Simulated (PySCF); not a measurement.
PBE0 on S⁻ (sulfur, charge -1), [Ne] 3s2 3p5, 2P determinant. Calculation: PySCF 2.14, in dyall-av2z (13s9p2d, 50 functions); no relativity, point nucleus.

```
cycle= 1 E= -398.049550469121  delta_E= -0.00692  |g|= 0.016  |ddm|= 0.089
cycle= 2 E= -398.049599023514  delta_E= -4.86e-05  |g|= 0.0156  |ddm|= 0.039
cycle= 3 E= -398.049752661774  delta_E= -0.000154  |g|= 0.00236  |ddm|= 0.0201
cycle= 4 E= -398.049757086474  delta_E= -4.42e-06  |g|= 0.000721  |ddm|= 0.00351
cycle= 5 E= -398.049758029853  delta_E= -9.43e-07  |g|= 0.000165  |ddm|= 0.00197
cycle= 6 E= -398.049758121075  delta_E= -9.12e-08  |g|= 2.05e-05  |ddm|= 0.000827
cycle= 7 E= -398.04975812221  delta_E= -1.14e-09  |g|= 1.16e-06  |ddm|= 9.61e-05
cycle= 8 E= -398.049758122213  delta_E= -2.73e-12  |g|= 1.25e-07  |ddm|= 4.09e-06
converged SCF energy = -398.049758122213  <S^2> = 0.7541459  2S+1 = 2.0041416
```

Highest occupied orbital energy: 0.148 eV; ⟨L²⟩ = 2.02; populations by l: s 6.00, p 11.00, d 0.00.

**Question.** Can this result be used?

**Answer.** With care. Self-consistency was reached. At PBE0 the highest occupied level has a positive energy, so only the finite basis holds that electron; in a semilocal or global hybrid functional this comes from self-interaction and does not mean that the real anion is unbound.
